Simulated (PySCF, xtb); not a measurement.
SiFCl₂Br, SMILES [Si](F)(Cl)(Br)Cl.

GFN2-xTB (xtb 6.7.1) at its own geometry gives an orbital gap of 6.55 eV and a dipole moment of 4.79 D.

Coordinates come from a ωB97X-D3(BJ)/def2-SVP optimisation.

### Question
What does PySCF with PBE/def2-TZVP give? (Estimate from the structure and the level; the computed values follow.)

### Answer
gap 6.11 eV (levels -7.84 and -1.72 eV), dipole 0.69 D.
